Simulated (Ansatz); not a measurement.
Abridged output of a molecular run in Ansatz:

```
Functional definition: HF
1551 factors; integrals over basis functions are off by at most 1.0e-3 eV
mean field evaluation 1: about -71917.2914 eV, gradient 4.3e1 eV
mean field evaluation 2: about -71917.6055 eV, gradient 4.3e1 eV
mean field evaluation 4: about -71921.6246 eV, gradient 4.1e0 eV
mean field evaluation 8: about -71921.6935 eV, gradient 3.4e-1 eV
mean field evaluation 16: about -71921.6942 eV, gradient 1.7e-6 eV
mean field -71921.69423095 eV, -2643.0735127123 hartree, gradient 1.7e-6 eV, S^2 0.000000; 0 other end points of the search recorded, 0 dependent functions left out
17 core orbitals not correlated: weight in the atoms' cores, before any rotation towards them, 1.000 or more for the frozen orbitals, at most 0.000 for the correlated occupied ones
reference -71921.69423095 eV, -2643.0735127123 hartree; 20, 20 occupied and 216, 216 virtual orbitals, 1551 factors
second order -28.31760670 eV of doubles, -0.00000000 eV of singles
cycle   1  -28.17618676 eV  change    1.4e-1 eV  update   1.2e-1
cycle   2  -28.95479138 eV  change   -7.8e-1 eV  update   3.5e-2
cycle   3  -29.09185325 eV  change   -1.4e-1 eV  update   1.7e-2
cycle   4  -29.07502383 eV  change    1.7e-2 eV  update   4.1e-3
cycle   5  -29.07362910 eV  change    1.4e-3 eV  update   2.2e-3
cycle   6  -29.07469787 eV  change   -1.1e-3 eV  update   7.1e-4
cycle   7  -29.07433578 eV  change    3.6e-4 eV  update   3.2e-4
cycle   8  -29.07425446 eV  change    8.1e-5 eV  update   1.1e-4
cycle   9  -29.07430254 eV  change   -4.8e-5 eV  update   4.8e-5
cycle  10  -29.07430277 eV  change   -2.3e-7 eV  update   2.1e-5
perturbative correction -1.26533969 eV, -0.0465003759 hartree
Total energy: -71952.03387341 eV, -2644.1884740077 hartree
```

Its atoms:

Z-matrix (Å, degrees):
```
C
N 1 1.434
Ge 1 2.532 2 45.8
O 1 1.393 2 109.7 3 -106.6
S 1 1.880 2 102.4 3 14.4
H 1 1.097 2 113.5 3 129.7
H 2 1.010 1 113.3 3 136.0
H 3 1.543 1 119.7 2 -95.7
H 3 1.537 1 129.3 2 73.4
H 4 0.962 1 109.1 2 -171.6
```

Q: Which basis set was used?
A. cc-pV(Q+d)Z
B. def2-QZVPP
C. def2-TZVPP
D. def2-TZVPPD

A: C. It gives 253 functions.

Q: Write the keys of the input that set method, charge and spin (a neutral closed shell needs none for the last two).

A: 
```yaml
correlation: {method: ccsd_t}
```
